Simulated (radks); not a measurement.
Values are calculated unless marked as measured or tabulated.
Initial-state core-level shifts of the thallium ion Tl+ when its valence configuration changes from [Hg]. Level of theory: scalar-relativistic Kohn-Sham, LDA (Slater exchange, Perdew-Wang correlation), spin-polarised, spherical densities, finite nucleus; open shells are filled with parallel spins first (spin-orbit coupling, left out, can overturn this in heavy ions); Fermi nuclear charge, rms radius 5.4759 fm (a radial shooting solver on a logarithmic mesh with Libxc functionals). Shifts are changes of the shell-averaged eigenvalues in eV (positive: less bound); the change of the density at the nucleus, which sets a Mossbauer isomer shift, is in e/bohr^3, on a base of 2.708e+06.

valence                             1s       2p       3s       3d  density at nucleus
[Xe] 4f14 5d9 6s2 6p1           -5.924   -6.065   -6.000   -6.019               +69.2
[Xe] 4f13.5 5d9.5 6s2 6p1      -12.775  -13.456  -14.552  -14.464              +163.5
[Xe] 4f13.5 5d9.5 6s1.5 6p1.5  -13.617  -14.282  -15.388  -15.298               +43.7
[Xe] 4f14 5d10 6s1 6p1          -1.821   -1.784   -1.803   -1.799              -216.6
[Xe] 4f14 5d10 6s0.5 6p1.5      -2.742   -2.686   -2.713   -2.707              -329.3
[Xe] 4f12 5d10 6s2 6p2         -40.226  -42.788  -47.431  -47.038              +533.3
[Xe] 4f14 5d9 6s1.5 6p1.5       -6.758   -6.883   -6.827   -6.845               -48.6
[Xe] 4f14 5d8 6s2 6p2          -11.842  -12.153  -12.001  -12.046              +142.3
[Xe] 4f12.5 5d9.5 6s1.5 6p2.5  -33.751  -35.715  -39.133  -38.848              +296.0
